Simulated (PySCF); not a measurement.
Mg(OH)(NH2) (H3MgNO), SMILES [Mg]([NH2])[OH]. Geometry optimised at TPSSh-D3(BJ)/def2-TZVP. Other conformers were not sampled.

Give the equilibrium geometry at TPSSh-D3(BJ)/def2-TZVP (PySCF confirms it by a frequency run) as a Z-matrix, and its point group. (An estimate is asked for; the answer gives what the named calculation found.)

This is not unique; one that fits is point group Cs.
```
Mg
O 1 1.7818
H 2 0.9528 1 150.57
N 1 1.8888 3 172.87 2 180.00
H 4 1.0117 1 126.48 3 90.38
H 4 1.0117 5 107.03 1 -179.36
```
